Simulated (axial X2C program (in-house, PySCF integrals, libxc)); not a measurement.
**Potential curves of MoO⁺, two-component**

Computed with an in-house all-electron X2C program for linear molecules (integrals from PySCF). Two-component (2c) means X2C with spin–orbit coupling and atomic mean-field two-electron Coulomb and Gaunt terms. Basis: Mo dyall-cv3z [11s12p9d5f3g], O dyall-av3z [7s6p3d2f] (cores contracted in-house); Gaussian nuclei, density fitting, unrestricted open shells. Masses: Mo 97.905 u, O 15.995 u.

State: Ω = 3/2 (⟨Sz⟩ = 1.50, ⟨Lz⟩ = 0.00 at PBE0). Energies in kJ/mol from the fragments at the same level (Mo+ + O). Fits are polynomials in 1 − R0/R over 0.85 to 1.23 times the lowest point R0.

```json
{"R (Å)": "1.4085", "PBE0": "-275.26"}
{"R (Å)": "1.4733", "PBE0": "-378.75"}
{"R (Å)": "1.5219", "PBE0": "-423.10"}
{"R (Å)": "1.5704", "PBE0": "-445.52"}
{"R (Å)": "1.6190", "PBE0": "-451.00"}
{"R (Å)": "1.6757", "PBE0": "-441.40"}
{"R (Å)": "1.7323", "PBE0": "-419.98"}
{"R (Å)": "1.8052", "PBE0": "-382.78"}
{"R (Å)": "1.8942", "PBE0": "-333.23"}
{"R (Å)": "2.0238", "PBE0": "-265.64"}
```

Occupations by symmetry block were frozen at the best pattern of an incomplete PBE0 search. Dissociation energies refer to the lowest single-determinant-based atoms at the same level and basis. Density functionals use the spin component along the axis (collinear). In 2c an atomic determinant is not the ground J level, so De misses part of the atomic spin–orbit lowering. This holds for PBE0. PBE0 can misorder states that lie within some tenths of an eV, so this need not be the ground state of the molecule. The nearest other 2c determinant of the search, Ω = 1/2, lies 0.44 eV up at the distance of the search. The functionals have no current-density term, which raises determinants with orbital currents, atoms included. With several unpaired electrons one determinant need not be a pure state. This is the top spin component of a Σ state; components of lower Ω are not single determinants and can lie lower. The determinant is spin-polarised beyond a pure state at some levels (its spin-free form has ⟨S²⟩ too high), which makes Re and μ there less reliable.

Q: What are Re, ωe and De at the PBE0 level?

A: At PBE0, 2c: Re = 1.613 Å, ωe ≈ 1070 cm⁻¹, De = 4.68 eV to Mo+ + O; Be follows as 0.471 cm⁻¹.
